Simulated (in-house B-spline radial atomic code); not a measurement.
Successive ionisation energies of mercury; each step leads to the configuration of the next row (after the last: [Kr] 4d3/2(4) 4d5/2(3)). Dirac energy differences include first-order Breit, QED and recoil terms. NIST's values go from ground level to ground level; the uncertainty of those that are theory runs from under 0.1 % in few-electron ions to several per cent in heavy many-electron ones. Computed with a B-spline radial code for spherical atoms: Dirac-Hartree-Fock, jj configuration that fills j = l - 1/2 first, finite nuclei.

A number in brackets counts the electrons of a j subshell.

```json
{"ion": "Hg19+", "configuration": "[Kr] 4d10 4f5/2(6) 4f7/2(7) 5s2", "ionisation energy (eV)": "517.1", "tabulated value (eV)": "530", "computed minus tabulated (eV)": "-12.9", "highest orbital": "5s1/2", "largest mean radius (bohr)": "0.81399"}
{"ion": "Hg20+", "configuration": "[Kr] 4d10 4f5/2(6) 4f7/2(7) 5s1", "ionisation energy (eV)": "?", "tabulated value (eV)": "?", "computed minus tabulated (eV)": "?", "highest orbital": "?", "largest mean radius (bohr)": "?"}
{"ion": "Hg21+", "configuration": "[Kr] 4d10 4f5/2(6) 4f7/2(7)", "ionisation energy (eV)": "616.2", "tabulated value (eV)": "590", "computed minus tabulated (eV)": "26.2", "highest orbital": "4f7/2", "largest mean radius (bohr)": "0.44874"}
{"ion": "Hg22+", "configuration": "[Kr] 4d10 4f5/2(6) 4f7/2(6)", "ionisation energy (eV)": "662.8", "tabulated value (eV)": "650", "computed minus tabulated (eV)": "12.8", "highest orbital": "4f7/2", "largest mean radius (bohr)": "0.44165"}
{"ion": "Hg23+", "configuration": "[Kr] 4d10 4f5/2(6) 4f7/2(5)", "ionisation energy (eV)": "710.6", "tabulated value (eV)": "710", "computed minus tabulated (eV)": "0.6", "highest orbital": "4f7/2", "largest mean radius (bohr)": "0.43528"}
{"ion": "Hg24+", "configuration": "[Kr] 4d10 4f5/2(6) 4f7/2(4)", "ionisation energy (eV)": "759.4", "tabulated value (eV)": "760", "computed minus tabulated (eV)": "-0.6", "highest orbital": "4f7/2", "largest mean radius (bohr)": "0.43203"}
{"ion": "Hg25+", "configuration": "[Kr] 4d10 4f5/2(6) 4f7/2(3)", "ionisation energy (eV)": "?", "tabulated value (eV)": "?", "computed minus tabulated (eV)": "?", "highest orbital": "?", "largest mean radius (bohr)": "?"}
{"ion": "Hg26+", "configuration": "[Kr] 4d10 4f5/2(6) 4f7/2(2)", "ionisation energy (eV)": "?", "tabulated value (eV)": "?", "computed minus tabulated (eV)": "?", "highest orbital": "?", "largest mean radius (bohr)": "?"}
{"ion": "Hg27+", "configuration": "[Kr] 4d10 4f5/2(6) 4f7/2(1)", "ionisation energy (eV)": "912.9", "tabulated value (eV)": "930", "computed minus tabulated (eV)": "-17.1", "highest orbital": "4f7/2", "largest mean radius (bohr)": "0.42232"}
{"ion": "Hg28+", "configuration": "[Kr] 4d10 4f5/2(6)", "ionisation energy (eV)": "977.7", "tabulated value (eV)": "990", "computed minus tabulated (eV)": "-12.3", "highest orbital": "4f5/2", "largest mean radius (bohr)": "0.4191"}
{"ion": "Hg29+", "configuration": "[Kr] 4d10 4f5/2(5)", "ionisation energy (eV)": "1032.4", "tabulated value (eV)": "1050", "computed minus tabulated (eV)": "-17.6", "highest orbital": "4f5/2", "largest mean radius (bohr)": "0.41565"}
{"ion": "Hg30+", "configuration": "[Kr] 4d10 4f5/2(4)", "ionisation energy (eV)": "1088.1", "tabulated value (eV)": "1110", "computed minus tabulated (eV)": "-21.9", "highest orbital": "4f5/2", "largest mean radius (bohr)": "0.41223"}
{"ion": "Hg31+", "configuration": "[Kr] 4d10 4f5/2(3)", "ionisation energy (eV)": "1144.9", "tabulated value (eV)": "1160", "computed minus tabulated (eV)": "-15.1", "highest orbital": "4f5/2", "largest mean radius (bohr)": "0.40883"}
{"ion": "Hg32+", "configuration": "[Kr] 4d10 4f5/2(2)", "ionisation energy (eV)": "1202.8", "tabulated value (eV)": "1220", "computed minus tabulated (eV)": "-17.2", "highest orbital": "4f5/2", "largest mean radius (bohr)": "0.40547"}
{"ion": "Hg33+", "configuration": "[Kr] 4d10 4f5/2(1)", "ionisation energy (eV)": "1261.7", "tabulated value (eV)": "1280", "computed minus tabulated (eV)": "-18.3", "highest orbital": "4f5/2", "largest mean radius (bohr)": "0.40213"}
{"ion": "Hg34+", "configuration": "[Kr] 4d10", "ionisation energy (eV)": "1549.3", "tabulated value (eV)": "1549", "computed minus tabulated (eV)": "0.3", "highest orbital": "4d5/2", "largest mean radius (bohr)": "0.39883"}
{"ion": "Hg35+", "configuration": "[Kr] 4d3/2(4) 4d5/2(5)", "ionisation energy (eV)": "1605.9", "tabulated value (eV)": "1603", "computed minus tabulated (eV)": "2.9", "highest orbital": "4d5/2", "largest mean radius (bohr)": "0.39622"}
{"ion": "Hg36+", "configuration": "[Kr] 4d3/2(4) 4d5/2(4)", "ionisation energy (eV)": "1663.0", "tabulated value (eV)": "1661", "computed minus tabulated (eV)": "2.0", "highest orbital": "4d5/2", "largest mean radius (bohr)": "0.3942"}
```

(1) Fill in the row of Hg20+.

(2) Fill in the row of Hg25+.

(3) Fill in the row of Hg26+.

Results:

(1) ionisation energy (eV): 546.3; tabulated value (eV): 560; computed minus tabulated (eV): -13.7; highest orbital: 5s1/2; largest mean radius (bohr): 0.8066.

(2) ionisation energy (eV): 809.5; tabulated value (eV): 820; computed minus tabulated (eV): -10.5; highest orbital: 4f7/2; largest mean radius (bohr): 0.42879.

(3) ionisation energy (eV): 860.6; tabulated value (eV): 880; computed minus tabulated (eV): -19.4; highest orbital: 4f7/2; largest mean radius (bohr): 0.42555.
